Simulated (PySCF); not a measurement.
Molecule: SMILES OCc1ccoc1, C5H6O2.

Numbering as in the mapped SMILES `[OH:1][CH2:2][c:3]1[cH:4][cH:5][o:6][cH:7]1` (H(Xn): hydrogen on atom n).

Geometry PBE0-D3(BJ)/def2-SVP throughout; GIAO in PySCF 2.14, gas phase, one conformer, non-relativistic; equivalent atoms averaged; basis pcSseg-1.

(1) How do the shifts δ (against H2O, TMS at the same level) depend on the functional? (a selection of nuclei; ppm; last column core-seconds on shared hosts with different chips, so compare them loosely; the GGAs took longer than the global hybrids here, which isn't the general rule, and the cause wasn't traced)

(2) Which nucleus among those listed moves most, in ppm?

Results:

(1) 
```
functional                    kind     O6    O1     C5     C7     C3     C4  H(C7)  H(C5)  H(C4)  core-s
       PBE                     GGA  314.3  68.7  143.9  142.4  130.9  113.4   7.37   7.26   6.36      29
       KT2                     GGA  297.6  68.5  137.6  136.0  123.4  106.1   7.43   7.31   6.30      19
       KT3                     GGA  293.0  68.0  135.0  133.5  121.6  104.9   7.37   7.27   6.26      30
     B97-D                     GGA  301.0  65.2  140.3  138.7  127.2  110.0   7.34   7.23   6.29      30
      PBE0           global hybrid  306.8  56.5  147.3  145.8  131.7  115.7   7.50   7.39   6.48      14
  mPW1PW91           global hybrid  305.9  56.1  147.4  145.9  131.7  115.8   7.49   7.38   6.46      18
     B97-2           global hybrid  299.4  56.1  144.2  142.7  128.9  113.1   7.46   7.35   6.42      18
 BHandHLYP           global hybrid  300.5  52.4  150.8  149.2  133.8  117.6   7.55   7.42   6.48      17
   LC-wPBE  range-separated hybrid  298.9  45.4  152.9  151.6  134.5  120.2   7.53   7.42   6.56      21
```

(2) O1 (alcohol oxygen): from 45.4 ppm with LC-wPBE to 68.7 ppm with PBE. The smallest spread is 0.19 ppm, at H(C5). Proton shifts span only some 12 ppm, so a few tenths of a ppm matter as much there as several ppm in carbon.
